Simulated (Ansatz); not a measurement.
A made-up structure of InNH3, doublet:

```tsv
atom	x (Å)	y (Å)	z (Å)
N1	0.7463	-0.9550	0.1988
In2	-0.2072	0.3675	-0.2727
H3	0.4850	-1.1090	1.1662
H4	-1.7062	-0.1871	-1.0344
H5	0.6821	1.8835	-0.0579
```

It is relaxed with PBE-D4/def2-SVP and then PBE0-D4/def2-TZVP (Ansatz 0.2.0). Atoms count as bonded within 1.22 times the sum of their covalent radii (H–H: 0.88 Å). The end point is not checked to be a true minimum.

Task: Does its bonding change? (A judgement: the text doesn't fix the answer.)

Result: Computed: No: no bond forms or breaks.

Where it ends: The first stage lowers the energy by 2.33 eV in 5 steps. It ends as InNH₃ ([NH][InH2]):
```
5
angstrom
N 0.8412 -1.1423 0.3647
In -0.2582 0.4548 -0.3329
H 0.6651 -1.3994 1.3409
H -1.7298 0.0848 -1.1384
H 0.4817 2.0021 -0.2343
```

Labels in which every atom is bracketed show which atoms are joined, not bond orders.

For scale, one of the runs: PBE0-D4/def2-TZVP relaxation, 99 basis functions, launched by `ansatz run in.yaml --threads 2 --pin off --events-out ev --progress --plain --max-ram 4352MiB`. The run took about 24 s on 2 CPU threads of an Arm Neoverse N1 (shared host).
